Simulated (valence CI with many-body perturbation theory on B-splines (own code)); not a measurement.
# Pm⁵⁵⁺ in brief

Level of theory: valence CI with perturbative core correlation (CI+MBPT): four valence electrons over a frozen Dirac-Fock core [He], radial functions for each j: 11 s, 11 p, 9 d, 7 f, 5 g, 2 h, 1 i, with the one-electron correlation potential Σ1 (screened to all orders), the two-electron term Σ2, the three-electron term Σ3, Breit, model QED; selected single and double excitations, second order for the rest (own B-spline code, finite nucleus).

No measured spectrum was set against this ion. As an estimate, large intervals hold to a few tenths of a per cent, small ones and those within an open d or f shell to about a per cent. Among the levels kept, up to 280 cm⁻¹ of a level comes from second order outside the variational space, and about a tenth of that is noise between levels of different J, which matters for small intervals.

Levels are named by their leading jj configuration (3d3/2^4 stands for four electrons in 3d with j = 3/2), which in mixed levels can hold well under half, so a name can repeat and another be missing.

Rates and lifetimes use the calculated energies. Strong lines usually hold to 10 to 20 %, long lifetimes can be off by a factor of two.

**Question.** What is the ground level?

**Answer.** (2s^2 2p1/2^2) J=0, composition 69 % 2s2 2p2 3P + 30 % 2s2 2p2 1S.

**Question.** What are the static dipole polarisabilities of the lowest levels?

**Answer.** (2s^2 2p1/2^2) J=0 0.000229 bohr³, of which the core gives 5.34e-07.

**Question.** Among levels below 63434 × 10³ cm⁻¹, which E1 lines absorb most strongly from the ground level?

**Answer.** to (2s^2 2p1/2 3d3/2) J=1 at 0.1776 nm, f = 1.01; to (2s 2p1/2^2 3p1/2) J=1 at 0.1791 nm, f = 0.457; to (2s 2p1/2^2 3p3/2) J=1 at 0.1743 nm, f = 0.348.

**Question.** How well does LS coupling describe the low levels?

**Answer.** Among the lowest 20 levels the leading LS term, summed over configurations, holds 67 % on average. For single configurations the figures are 66 % in LS and 99 % in jj coupling. Terms mix most in the J = 1 level at 7042.9 × 10³ cm⁻¹, where the leading one holds 33 %.

**Question.** What is the ionisation energy?

**Answer.** 11820 eV; NIST lists 11819 ± 5 eV (theoretical).

**Question.** Where does the other parity begin?

**Answer.** At (2s 2p1/2^2 2p3/2) J=2, 6481.4 × 10³ cm⁻¹.

**Question.** Name the longest-lived excited levels whose lifetime is computed, and their main decay.

**Answer.** (2s^2 2p1/2 2p3/2) J=2 at 4820.2 × 10³ cm⁻¹ lives 349 ns, mostly by E2 to (2s^2 2p1/2^2) J=0; (2s^2 2p1/2 2p3/2) J=1 at 4683.1 × 10³ cm⁻¹ lives 799 ps, mostly by M1 to (2s^2 2p1/2^2) J=0.
